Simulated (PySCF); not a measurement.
**Computed properties of CH₅FN₂Si₂, SMILES F[Si@@H]1C=N[SiH2]N1**

CH5FN2Si2, SMILES N1[Si@H](F)C=N[SiH2]1. Geometry optimised at r2SCAN-D4/def2-SVP. The structure was generated by enumeration; whether it is a known compound was not checked. Other conformers were not sampled. All values are computed for the isolated molecule unless a solvent is named; none is compared with measurement here.

**Structure.** All 27 harmonic modes at r2SCAN-D4/def2-SVP (PySCF) are real, so it is a minimum. With heavy atoms numbered as in [F:1][Si@@H:2]1[CH:3]=[N:4][SiH2:5][NH:6]1, the shortest bond between them is C3–N4 at 1.284 Å and the longest Si2–C3 at 1.913 Å.

**Vibrations.** The strongest infrared lines (harmonic, unscaled, degenerate partners summed) lie at 939 cm⁻¹ (268 km/mol, H 55 %, Si 26 %, N 13 %), 1084 cm⁻¹ (246 km/mol, H 56 %, N 37 %), 919 cm⁻¹ (234 km/mol, H 55 %, Si 22 %, C 11 %, F 8 %). The softest mode is at 107 cm⁻¹ and the zero-point energy is 41.8 kcal/mol.

**Electronic structure.** PBE0/def2-TZVP (PySCF) places the frontier levels at -7.06 and -1.59 eV, a gap of 5.47 eV, and gives a dipole moment of 2.02 D and a mean polarisability of 69.4 bohr³. PBE/def2-TZVP (PySCF) at the same geometry gives -5.70 and -2.64 eV, so its gap is 2.41 eV narrower. An orbital gap is neither the optical nor the fundamental gap.

**Excitations.** TDA-ωB97X/def2-SVPD (PySCF) has S1 at 3.68 eV (337 nm, f = 0.000, dark); the most intense of the 10 singlets computed lies at 7.80 eV (f = 0.18). T1 (TDA) is at 2.97 eV, 0.71 eV under S1. TDA-PBE/def2-SVPD (PySCF) puts S1 at 3.42 eV. No vertical singlet excitation falls in the visible range (under 3.1 eV).

**NMR.** GIAO shifts at PBE0/pcSseg-1 (PySCF) (non-relativistic, atoms alike by connectivity averaged): ¹³C at 210.6 ppm against TMS; ¹H from 1.8 to 10.5 ppm against TMS; ²⁹Si from -30.6 to -13.4 ppm against TMS; ¹⁹F at -160.7 ppm against CFCl3.

**Solvation.** SMD-B3LYP/6-31G* (PySCF) gives -1.6 kcal/mol in water, -3.5 kcal/mol in chloroform, -3.4 kcal/mol in chlorobenzene (1 M in both phases, gas-phase geometry).
